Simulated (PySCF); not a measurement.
H₂AlBr (SMILES [AlH2][Br]), singlet, geometry from GFN2-xTB (such geometries of metal compounds can be far from the true shape); SA2-CASSCF(6,6)/def2-SVP (PySCF).

PySCF was given this input:
```python
from pyscf import gto, scf, mcscf
import numpy

mol = gto.M(
    atom='''
Al   -0.836494   -1.271356    0.217595
H    -0.412208   -2.322643    1.250431
H    -2.114744   -1.517977   -0.593100
Br    0.382896    0.581950   -0.099602
''',
    basis='def2-svp',
    charge=0,
    spin=0,
    verbose=4,
)

mf = scf.RHF(mol)
mf.kernel()
mc = mcscf.CASSCF(mf, 6, 6)
mc.fix_spin_(ss=0.0)
mc = mc.state_average_([0.5, 0.5])
mc.kernel()
```

It wrote (shortened):

```
PySCF version 2.14.0

[INPUT] verbose = 4
[INPUT] num. atoms = 4
[INPUT] num. electrons = 50
[INPUT] charge = 0
[INPUT] spin (= nelec alpha-beta = 2S) = 0
[INPUT] symmetry False subgroup None
[INPUT] Mole.unit = angstrom
[INPUT] Symbol           X                Y                Z      unit          X                Y                Z       unit  Magmom
[...]
nuclear repulsion = 127.835540710567
number of shells = 26
number of NR pGTOs = 124
number of NR cGTOs = 60
basis = def2-svp
ecp = {}

******** <class 'pyscf.scf.hf.RHF'> ********
method = RHF
initial guess = minao
damping factor = 0
level_shift factor = 0
DIIS = <class 'pyscf.scf.diis.CDIIS'>
diis_start_cycle = 1
diis_space = 8
diis_damp = 0
SCF conv_tol = 1e-09
SCF conv_tol_grad = None
SCF max_cycles = 50
direct_scf = True
direct_scf_tol = 1e-13
Set gradient conv threshold to 3.16228e-05
Initial guess from minao.
init E= -2813.93010610871
[...]
cycle= 1 E= -2815.13608161014  delta_E= -1.21  |g|= 0.238  |ddm|= 1.73
[...]
cycle= 2 E= -2815.15984181898  delta_E= -0.0238  |g|= 0.0926  |ddm|= 0.447
[...]
cycle= 3 E= -2815.16225845463  delta_E= -0.00242  |g|= 0.0264  |ddm|= 0.136
[...]
cycle= 4 E= -2815.16248907337  delta_E= -0.000231  |g|= 0.00579  |ddm|= 0.0435
[...]
cycle= 5 E= -2815.16250428012  delta_E= -1.52e-05  |g|= 0.000878  |ddm|= 0.0112
[...]
cycle= 6 E= -2815.16250482927  delta_E= -5.49e-07  |g|= 0.000232  |ddm|= 0.0024
[...]
cycle= 7 E= -2815.16250487011  delta_E= -4.08e-08  |g|= 6.84e-05  |ddm|= 0.000619
[...]
cycle= 8 E= -2815.16250487429  delta_E= -4.17e-09  |g|= 1.06e-05  |ddm|= 0.000235
[...]
cycle= 9 E= -2815.16250487438  delta_E= -9.28e-11  |g|= 1.7e-06  |ddm|= 3.31e-05
[...]
Extra cycle  E= -2815.16250487438  delta_E=    0  |g|= 7.17e-07  |ddm|= 3.19e-06
converged SCF energy = -2815.16250487438

******** <class 'pyscf.mcscf.addons.StateAverageCASSCF'> ********
CAS (3e+3e, 6o), ncore = 22, nvir = 32
max_cycle_macro = 50
max_cycle_micro = 4
conv_tol = 1e-07
conv_tol_grad = None
orbital rotation max_stepsize = 0.02
orbital rotation threshold for CI restart = 0.01
augmented hessian ah_max_cycle = 30
augmented hessian ah_conv_tol = 1e-12
augmented hessian ah_linear dependence = 1e-14
augmented hessian ah_level shift = 1e-08
augmented hessian ah_start_tol = 2.5
augmented hessian ah_start_cycle = 3
augmented hessian ah_grad_trust_region = 3
kf_trust_region = 3
kf_interval = 4
ci_response_space = 4
ci_grad_trust_region = 3
with_dep4 0
natorb = False
canonicalization = True
sorting_mo_energy = False
ao2mo_level = 2
internal_rotation = False
******** <class 'pyscf.mcscf.addons.StateAverageSpinPenaltyFCISolver'> ********
max. cycles = 50
conv_tol = 1e-08
davidson only = True
linear dependence = 1e-12
level shift = 0.001
max iter space = 12
nroots = 2
pspace_size = 400
spin = None
State-average over 2 states with weights [0.5, 0.5]
CASCI E = -2815.04357444187  S^2 = 0.0000000
Set conv_tol_grad to 0.000316228
macro iter   1 ( 21 JK    4 micro), CASSCF E = -2815.05000863146  dE = -6.43418959e-03  S^2 = 0.0000000
               |grad[o]|=0.0649  |ddm|=0.0356  |maxRot[o]|=0.295
macro iter   2 ( 21 JK    4 micro), CASSCF E = -2815.05408575502  dE = -4.07712355e-03  S^2 = 0.0000000
               |grad[o]|=0.0413  |ddm|=0.0764  |maxRot[o]|=0.162
macro iter   3 ( 21 JK    4 micro), CASSCF E = -2815.05990982790  dE = -5.82407288e-03  S^2 = 0.0000000
               |grad[o]|=0.026  |ddm|=0.107  |maxRot[o]|=0.166
macro iter   4 ( 21 JK    4 micro), CASSCF E = -2815.06641490092  dE = -6.50507303e-03  S^2 = 0.0000000
               |grad[o]|=0.021  |ddm|=0.0233  |maxRot[o]|=0.251
macro iter   5 ( 21 JK    4 micro), CASSCF E = -2815.06980595102  dE = -3.39105009e-03  S^2 = 0.0000000
               |grad[o]|=0.0157  |ddm|=0.0196  |maxRot[o]|=0.223
macro iter   6 ( 20 JK    4 micro), CASSCF E = -2815.07110479302  dE = -1.29884201e-03  S^2 = 0.0000000
               |grad[o]|=0.00904  |ddm|=0.006  |maxRot[o]|=0.258
[...]
macro iter  31 ( 21 JK    4 micro), CASSCF E = -2815.08439517114  dE = -6.27855625e-05  S^2 = 0.0000000
               |grad[o]|=0.00208  |ddm|=0.00352  |maxRot[o]|=0.0659
macro iter  32 ( 21 JK    4 micro), CASSCF E = -2815.08451157625  dE = -1.16405110e-04  S^2 = 0.0000000
               |grad[o]|=0.00236  |ddm|=0.00124  |maxRot[o]|=0.0805
macro iter  33 ( 21 JK    4 micro), CASSCF E = -2815.08465435947  dE = -1.42783213e-04  S^2 = 0.0000000
               |grad[o]|=0.00317  |ddm|=0.00122  |maxRot[o]|=0.0871
macro iter  34 ( 21 JK    4 micro), CASSCF E = -2815.08480407785  dE = -1.49718383e-04  S^2 = 0.0000000
               |grad[o]|=0.00429  |ddm|=0.0015  |maxRot[o]|=0.0912
macro iter  35 ( 21 JK    4 micro), CASSCF E = -2815.08497225262  dE = -1.68174773e-04  S^2 = 0.0000000
               |grad[o]|=0.00502  |ddm|=0.00212  |maxRot[o]|=0.0914
macro iter  36 ( 21 JK    4 micro), CASSCF E = -2815.08512029892  dE = -1.48046302e-04  S^2 = 0.0000000
               |grad[o]|=0.00541  |ddm|=0.00299  |maxRot[o]|=0.082
macro iter  37 ( 21 JK    4 micro), CASSCF E = -2815.08517008359  dE = -4.97846704e-05  S^2 = 0.0000000
               |grad[o]|=0.00484  |ddm|=0.0024  |maxRot[o]|=0.0608
macro iter  38 ( 21 JK    4 micro), CASSCF E = -2815.08536742779  dE = -1.97344197e-04  S^2 = 0.0000000
               |grad[o]|=0.00319  |ddm|=0.00338  |maxRot[o]|=0.0654
macro iter  39 ( 21 JK    4 micro), CASSCF E = -2815.08543048116  dE = -6.30533718e-05  S^2 = 0.0000000
               |grad[o]|=0.00361  |ddm|=0.00435  |maxRot[o]|=0.0345
macro iter  40 ( 21 JK    4 micro), CASSCF E = -2815.08546215973  dE = -3.16785713e-05  S^2 = 0.0000000
               |grad[o]|=0.00234  |ddm|=0.00154  |maxRot[o]|=0.0303
macro iter  41 ( 21 JK    4 micro), CASSCF E = -2815.08547002235  dE = -7.86261580e-06  S^2 = 0.0000000
               |grad[o]|=0.0017  |ddm|=0.00365  |maxRot[o]|=0.0217
macro iter  42 ( 21 JK    4 micro), CASSCF E = -2815.08546899494  dE =  1.02740569e-06  S^2 = 0.0000000
               |grad[o]|=0.00135  |ddm|=0.00539  |maxRot[o]|=0.009
macro iter  43 ( 17 JK    4 micro), CASSCF E = -2815.08552227531  dE = -5.32803688e-05  S^2 = 0.0000000
               |grad[o]|=0.00118  |ddm|=0.00471  |maxRot[o]|=0.0689
macro iter  44 ( 20 JK    4 micro), CASSCF E = -2815.08555569368  dE = -3.34183696e-05  S^2 = 0.0000000
               |grad[o]|=0.000965  |ddm|=0.000677  |maxRot[o]|=0.0584
macro iter  45 ( 21 JK    4 micro), CASSCF E = -2815.08555461608  dE =  1.07759979e-06  S^2 = 0.0000000
               |grad[o]|=0.000764  |ddm|=0.00385  |maxRot[o]|=0.0018
macro iter  46 ( 15 JK    3 micro), CASSCF E = -2815.08557492697  dE = -2.03108834e-05  S^2 = 0.0000000
               |grad[o]|=0.000853  |ddm|=0.00269  |maxRot[o]|=0.0488
macro iter  47 ( 18 JK    4 micro), CASSCF E = -2815.08557756565  dE = -2.63868515e-06  S^2 = 0.0000000
               |grad[o]|=0.000533  |ddm|=0.00319  |maxRot[o]|=0.0111
macro iter  48 (  9 JK    2 micro), CASSCF E = -2815.08558529920  dE = -7.73355077e-06  S^2 = 0.0000000
               |grad[o]|=0.000669  |ddm|=0.00086  |maxRot[o]|=0.0321
macro iter  49 ( 14 JK    3 micro), CASSCF E = -2815.08558818316  dE = -2.88395950e-06  S^2 = 0.0000000
               |grad[o]|=0.000325  |ddm|=0.000678  |maxRot[o]|=0.025
macro iter  50 ( 10 JK    2 micro), CASSCF E = -2815.08558870331  dE = -5.20145022e-07  S^2 = 0.0000000
               |grad[o]|=0.000182  |ddm|=0.000186  |maxRot[o]|=0.0111
1-step CASSCF not converged,  50 macro (948 JK 187 micro) steps
CASSCF canonicalization
Density matrix diagonal elements [1.89584285 1.9879178  1.55090263 0.50160733 0.02835858 0.0353708 ]
CASSCF energy = -2815.08558870331
CASCI E = -2815.08558870331  E(CI) = -6.64711593247057  S^2 = 0.0000000
CASCI state-averaged energy = -2815.08558870331
CASCI energy for each state
  State 0 weight 0.5  E = -2815.18744852259 S^2 = 0.0000000
  State 1 weight 0.5  E = -2814.98372888402 S^2 = 0.0000000
```

Convergence was not reached.
